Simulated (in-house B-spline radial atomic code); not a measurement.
**Functionals against ionisation energies along an isoelectronic series: Tm to Re⁶⁺**

Ionisation energies as differences of self-consistent total energies from an all-electron radial atomic-structure program (B-spline basis): all electrons, radial basis limit, scalar-relativistic (one-electron X2C), spin-polarised at highest spin, spherical densities; exact exchange is averaged over the determinants of each configuration. No spin-orbit coupling, Breit or QED terms. NIST's values run from ground level to ground level, so in open shells the differences also hold multiplet and fine-structure energies that spherical high-spin averages miss. Columns give computed minus NIST, in eV; a star marks a semi-empirical value. Species are left out where the tabulated value is theory, is uncertain by more than 0.12 eV, or (13 ions, such as In⁴⁺, Te⁴⁺ and Bi⁴⁺) lies off its series for all methods alike, which flatters the means a little.

| species | shell | NIST (eV) | PBE | BLYP | TPSS | HSE06 | LC-wPBE |
| --- | --- | --- | --- | --- | --- | --- | --- |
| Tm | 6s | 6.18 | +0.06 | +0.09 | -0.12 | -0.10 | -0.31 |
| Yb⁺ | 6s | 12.18 | +0.24 | +0.34 | -0.09 | +0.02 | -0.20 |
| Lu²⁺ | 6s | 20.96 | +0.31 | +0.46 | -0.07 | +0.08 | -0.12 |
| Hf³⁺ | 5d | 33.37 ± 0.03* | -0.33 | -0.33 | -0.52 | -0.39 | -0.37 |
| Ta⁴⁺ | 5d | 48.27 ± 0.03* | -0.53 | -0.54 | -0.70 | -0.57 | -0.53 |
| W⁵⁺ | 5d | 64.77 ± 0.04* | ? | ? | ? | ? | ? |
| Re⁶⁺ | 5d | 82.71 ± 0.05* | -0.84 | -0.87 | -0.99 | -0.87 | -0.82 |

Problem. What are the differences for W⁵⁺ ([Xe] 4f14 5d1)?

Solution. PBE -0.71; BLYP -0.73; TPSS -0.87; HSE06 -0.74; LC-wPBE -0.69 eV.

Problem. How do the methods rank, and which species is hardest?

Solution. Mean absolute (signed) differences: HSE06 0.39 (-0.37) eV; PBE 0.43 (-0.26) eV; LC-wPBE 0.43 (-0.43) eV; BLYP 0.48 (-0.23) eV; TPSS 0.48 (-0.48) eV. For Re⁶⁺, which loses a 5d electron, the nearest method is off by -0.82 eV, the largest such miss.
